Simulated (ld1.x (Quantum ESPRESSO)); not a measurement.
## What the settings do to the TM potential of Cs (Z = 55)

Base potential:

* Element: Cs (Z = 55)
* Generator: ld1.x (Quantum ESPRESSO) 7.5
* Type: norm-conserving Troullier–Martins (Kleinman–Bylander form)
* Functional: PBE
* Relativity: fully relativistic
* Frozen core: [Kr] 4d10
* Valence charge: 9
* Reference configuration: 5s2 5p6 5d0 6s1 6p0
* Partial waves: 5s (bound): rc 2.45 bohr; 5p (bound): rc 2.75 bohr; 5d (bound, empty): rc 3.95 bohr
* Local potential: all-electron potential smoothed inside 3.05 bohr (lloc = -1)
* Core correction: Bessel-smoothed model core inside 1.50 bohr

Open shells are filled in proportion to 2j + 1 (rel_dist='average').

Occupied shells without a wave of their own: 6s. They enter only through the test configuration that unscreens the potential, and ld1.x also counts them in the model core charge.

All-electron outer shells of the reference configuration (PBE, scalar-relativistic, ld1.x):

```tsv
shell	level (eV)	outermost node (bohr)	outermost maximum (bohr)
4p	-160.81	0.36	0.67
4d	-74.25	0.33	0.72
5s	-26.73	0.82	1.54
5p	-13.52	0.89	1.79
6s	-2.09	2.11	4.80
6p	-0.74	2.61	6.72
5d	-0.38	1.06	3.51
```

Cutoffs, loose and tight: the cutoffs (Ry, on a coarse ladder) from which the occupation-weighted sum of valence levels, in a spherical-Bessel basis at the reference potential, stays within 10 and 1 mRy of its value at 400 Ry. They do not see the model core or the augmentation charge, which bear on the density cutoff. Test errors are all-electron minus pseudo excitation energies from the reference, over the configurations 5s2 5p6 5d0 6s0 6p0; 5s2 5p6 5d0 6s0.5 6p0; 5s2 5p6 5d0 6s0 6p1; 5s2 5p5 5d0 6s1 6p0; 5s1 5p6 5d0 6s1 6p0; 5s2 5p6 5d0.5 6s0.5 6p0; 5s2 5p6 5d1 6s0 6p0. A dash means not determined; rows that change the core or the reference have their own tests. The largest error is taken over the tests solved by every variant that gives reliable tests at all: 5s1 5p6 5d0 6s1 6p0; 5s2 5p5 5d0 6s1 6p0; 5s2 5p6 5d0 6s0 6p0; 5s2 5p6 5d0 6s0.5 6p0; 5s2 5p6 5d0.5 6s0.5 6p0; 5s2 5p6 5d1 6s0 6p0.

With those shells counted twice in exchange and correlation these files are broken, and their errors move erratically; no question is asked of them.

A true bound ghost makes a file unfit for plane-wave use even where its test errors are small: the radial tests pick states by their node count and pass the ghost by.

| change | outcome | cutoff, loose | cutoff, tight | bound ghosts | largest test error (meV) |
| --- | --- | --- | --- | --- | --- |
| base | generated, misses its reference levels by 0.15 eV | 18 Ry | 30 Ry | p3/2 | -945 |
| wave 5d (bound): rc 3.95 bohr becomes 5d (bound): rc 2.62 bohr | generated, misses its reference levels by 0.15 eV | 18 Ry | 30 Ry | p3/2 | -945 |
| wave 5d (bound): rc 3.95 bohr becomes 5d (bound): rc 3.20 bohr | generated, misses its reference levels by 0.15 eV | 18 Ry | 30 Ry | p3/2 | -945 |
| wave 5d (bound): rc 3.95 bohr becomes 5d (bound): rc 3.46 bohr | generated, misses its reference levels by 0.15 eV | 18 Ry | 30 Ry | p3/2 | -945 |
| wave 5d (bound): rc 3.95 bohr becomes 5d (bound): rc 3.94 bohr | generated, misses its reference levels by 0.15 eV | 18 Ry | 30 Ry | p3/2 | -945 |
| wave 5d (bound): rc 3.95 bohr becomes 5d (bound): rc 4.52 bohr | generated, misses its reference levels by 0.15 eV | 18 Ry | 30 Ry | d3/2, p3/2 | -945 |
| wave 5d (bound): rc 3.95 bohr becomes 5d (bound): rc 4.82 bohr | generated, misses its reference levels by 0.15 eV | 18 Ry | 30 Ry | p3/2, d3/2 | -945 |
| wave 5d (bound): rc 3.95 bohr becomes 5d (bound): rc 5.50 bohr | generated, misses its reference levels by 0.15 eV | 18 Ry | 30 Ry | d5/2, p3/2, d3/2 | -945 |
| wave 5d (bound): rc 3.95 bohr becomes 5d (bound): rc 5.76 bohr | generated, misses its reference levels by 0.15 eV | 18 Ry | 30 Ry | p3/2, d5/2, d3/2 | -945 |

Reading the sweep of the d radius (base included, trends over the rows without a ghost): Bound ghosts are found at 2.62, 3.2, 3.46, 3.94, 3.95, 4.52, 4.82, 5.5, 5.76 bohr. Every judged row has one, so this setting neither creates nor removes them.
